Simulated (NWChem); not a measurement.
System: C$_{3}$HF$_{3}$; SMILES FC=C=C(F)F

The following NWChem deck was run.

```
start job
memory heap 200 mb stack 900 mb global 1100 mb
geometry units angstroms noautosym nocenter noautoz
  F      0.441197    -2.577929     0.000000
  C     -0.498075    -1.616012     0.000000
  C     -0.226683    -0.328058     0.000000
  C     -0.014603     0.969604     0.000000
  F      0.108210     1.724107     1.085736
  F      0.108210     1.724107    -1.085736
  H     -1.518289    -2.043383     0.000000
end
basis spherical
  * library 6-31g*
end
dft
  xc m06-2x
  iterations 150
end
cosmo
  dielec 4.8
end
task dft energy
```

NWChem printed, in part:

```
             Northwest Computational Chemistry Package (NWChem) 7.3.0
             --------------------------------------------------------

                             Geometry "geometry" -> ""
                             -------------------------

 Output coordinates in angstroms (scale by  1.889725989 to convert to a.u.)

  No.       Tag          Charge          X              Y              Z
 ---- ---------------- ---------- -------------- -------------- --------------
    1 F                    9.0000     0.44119700    -2.57792900     0.00000000
    2 C                    6.0000    -0.49807500    -1.61601200     0.00000000
    3 C                    6.0000    -0.22668300    -0.32805800     0.00000000
    4 C                    6.0000    -0.01460300     0.96960400     0.00000000
    5 F                    9.0000     0.10821000     1.72410700     1.08573600
    6 F                    9.0000     0.10821000     1.72410700    -1.08573600
    7 H                    1.0000    -1.51828900    -2.04338300     0.00000000

 Effective nuclear repulsion energy (a.u.)     209.9507928905

                                 NWChem DFT Module
                                 -----------------

 Summary of "ao basis" -> "ao basis" (spherical)
 ------------------------------------------------------------------------------
       Tag                 Description            Shells   Functions and Types
 ---------------- ------------------------------  ------  ---------------------
 F                           6-31g*                  6       14   3s2p1d
 C                           6-31g*                  6       14   3s2p1d
 H                           6-31g*                  2        2   2s

 in cosmo_initialize ...

 solvent parameters
 solvname_short: unkn
 solvname_long:  unknown
 dielec:        4.8000

          ---------------
          -cosmo- solvent
          ---------------
 Cosmo: York-Karplus, doi: 10.1021/jp992097l
 dielectric constant -eps-     =   4.80
 screen = (eps-1)/(eps    )    =   0.79167
 surface charge correction     = lagrangian

   van der Waals surface
 --------------------------

[...]

                                   COSMO solvation results
                                   -----------------------

                 gas phase energy =      -414.187917820679
                 sol phase energy =      -414.190550757961
 (electrostatic) solvation energy =         0.002632937282 (    1.65 kcal/mol)

                       DFT Final Molecular Orbital Analysis
                       ------------------------------------

 Vector   21  Occ=2.000000D+00  E=-4.757546D-01
              MO Center= -1.3D-01, -2.0D+00, -1.4D-09, r^2= 1.8D+00
   Bfn.  Coefficient  Atom+Function         Bfn.  Coefficient  Atom+Function
  ----- ------------  ---------------      ----- ------------  ---------------
     3      0.409689  1 F  px                 4      0.332300  1 F  py
     7      0.291851  1 F  px                 8      0.235741  1 F  py
    17     -0.231117  2 C  px                85      0.205657  7 H  s
    32      0.193871  3 C  py                86      0.182054  7 H  s
    18     -0.172316  2 C  py                20      0.168665  2 C  s

 Vector   22  Occ=2.000000D+00  E=-3.465643D-01
              MO Center= -2.3D-01, -9.1D-01, -3.7D-10, r^2= 1.9D+00
   Bfn.  Coefficient  Atom+Function         Bfn.  Coefficient  Atom+Function
  ----- ------------  ---------------      ----- ------------  ---------------
    33      0.421174  3 C  pz                19      0.359351  2 C  pz
    37      0.291051  3 C  pz                 5     -0.258125  1 F  pz
     9     -0.212334  1 F  pz                23      0.206330  2 C  pz
    60      0.110012  5 F  py                74     -0.110012  6 F  py
    64      0.081859  5 F  py                78     -0.081859  6 F  py

 Vector   23  Occ=2.000000D+00  E=-3.324262D-01
              MO Center= -1.4D-01,  2.2D-01,  1.0D-11, r^2= 2.1D+00
   Bfn.  Coefficient  Atom+Function         Bfn.  Coefficient  Atom+Function
  ----- ------------  ---------------      ----- ------------  ---------------
    31      0.414685  3 C  px                45      0.361360  4 C  px
    35      0.314156  3 C  px                59     -0.209862  5 F  px
    73     -0.209862  6 F  px                63     -0.169691  5 F  px
    77     -0.169691  6 F  px                49      0.162702  4 C  px
     4     -0.097916  1 F  py                36     -0.090211  3 C  py

 Vector   24  Occ=0.000000D+00  E= 1.858387D-02
              MO Center= -3.0D-01, -7.7D-01,  2.6D-09, r^2= 2.5D+00
   Bfn.  Coefficient  Atom+Function         Bfn.  Coefficient  Atom+Function
  ----- ------------  ---------------      ----- ------------  ---------------
    23      0.539954  2 C  pz                19      0.468646  2 C  pz
    37     -0.402432  3 C  pz                33     -0.345321  3 C  pz
    51     -0.242837  4 C  pz                47     -0.204524  4 C  pz
     9     -0.184996  1 F  pz                 5     -0.179110  1 F  pz
    62      0.162130  5 F  s                 76     -0.162130  6 F  s

 Vector   25  Occ=0.000000D+00  E= 3.616754D-02
              MO Center= -1.5D-01, -3.2D-03, -2.2D-09, r^2= 2.8D+00
   Bfn.  Coefficient  Atom+Function         Bfn.  Coefficient  Atom+Function
  ----- ------------  ---------------      ----- ------------  ---------------
    45      0.512038  4 C  px                49      0.467919  4 C  px
    31     -0.331460  3 C  px                35     -0.317162  3 C  px
    86     -0.313749  7 H  s                  6      0.282390  1 F  s
    22      0.278239  2 C  py                21     -0.274086  2 C  px
    36      0.242502  3 C  py                59     -0.170897  5 F  px

[...]
```

Level: M06-2X/6-31G* (spherical d), COSMO on the gas-phase geometry. The geometry was optimised at PBE-D3(BJ)/def2-SVP. COSMO prints the solvation energy as gas minus solution, so a positive value is a stabilisation.
